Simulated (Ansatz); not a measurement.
Abridged output of a molecular run in Ansatz:

```
Functional definition: HF
1434 factors; integrals over basis functions are off by at most 1.2e-3 eV
mean field evaluation 1: about -92687.0516 eV, gradient 2.1e1 eV
mean field evaluation 2: about -92687.0543 eV, gradient 2.1e1 eV
mean field evaluation 4: about -92689.2983 eV, gradient 3.7e0 eV
mean field evaluation 8: about -92689.3441 eV, gradient 9.4e-5 eV
mean field -92689.34412323 eV, -3406.2705694348 hartree, gradient 9.1e-7 eV, S^2 0.000000; 0 other end points of the search recorded, 0 dependent functions left out
29 core orbitals not correlated: weight in the atoms' cores, before any rotation towards them, 1.000 or more for the frozen orbitals, at most 0.000 for the correlated occupied ones
reference -92689.34412323 eV, -3406.2705694348 hartree; 21, 21 occupied and 99, 99 virtual orbitals, 1434 factors
second order -18.15460969 eV of doubles, -0.00000000 eV of singles
cycle   1  -19.49710349 eV  change    -1.3e0 eV  update   1.1e-1
cycle   2  -20.23660138 eV  change   -7.4e-1 eV  update   3.5e-2
cycle   3  -20.30830374 eV  change   -7.2e-2 eV  update   1.4e-2
cycle   4  -20.30226975 eV  change    6.0e-3 eV  update   3.7e-3
cycle   5  -20.30156121 eV  change    7.1e-4 eV  update   1.0e-3
cycle   6  -20.30083753 eV  change    7.2e-4 eV  update   3.1e-4
cycle   7  -20.30077735 eV  change    6.0e-5 eV  update   8.4e-5
cycle   8  -20.30080561 eV  change   -2.8e-5 eV  update   2.7e-5
perturbative correction -0.56033295 eV, -0.0205918560 hartree
Total energy: -92710.20526179 eV, -3407.0372021367 hartree
```

Its atoms:

Z-matrix (Å, degrees):
```
Si
Ge 1 2.384
H 1 1.485 2 109.6
H 1 1.488 2 108.9 3 119.7
H 1 1.485 2 109.6 3 -120.7
Si 2 2.384 1 113.5 3 174.5
Si 2 2.384 1 113.5 3 -53.9
Cl 2 2.193 1 105.0 3 60.3
H 6 1.485 2 109.6 1 -53.9
H 6 1.488 2 108.9 1 65.8
H 6 1.485 2 109.6 1 -174.6
H 7 1.488 2 108.9 1 -65.9
H 7 1.485 2 109.6 1 174.5
H 7 1.485 2 109.6 1 53.8
```

Question: Which basis set was used?
A. def2-SVP
B. cc-pV(Q+d)Z
C. def2-TZVPP
D. def2-TZVPPD

Answer: A. It gives 149 functions.

Question: Write the keys of the input that set method, charge and spin (a neutral closed shell needs none for the last two).

Answer: 
```yaml
correlation: {method: ccsd_t}
```
